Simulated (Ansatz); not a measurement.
`C[SiH](F)[S]` radical from Hartree–Fock to CCSD(T)

```xyz
8

C     0.652   -0.369    0.686
Si   -0.621    0.255   -0.511
F    -1.527    1.332    0.250
S     0.321    1.063   -2.217
H     0.153   -0.740    1.585
H     1.232   -1.180    0.243
H     1.336    0.430    0.978
H    -1.545   -0.791   -1.016
```

Total charge 0; spin multiplicity 2. All single points use the PBE0-D4/def2-TZVP geometry. Frozen core, unrestricted reference, Ansatz. CBS rows extrapolate triple and quadruple zeta; past MP2 they add the triple-zeta difference.

```
     basis     HF (Eh)  MP2 corr.  CCSD corr.       (T)  CCSD(T) total
  def2-SVP  -825.85342   -0.52519    -0.57073  -0.01263     -826.43678
def2-TZVPP  -826.27542   -0.68774    -0.73257  -0.02613     -827.03412
def2-QZVPP  -826.30259   -0.74715           –         –              –
 CBS(def2)  -826.30633   -0.79116    -0.83599     as TZ     -827.16845
```
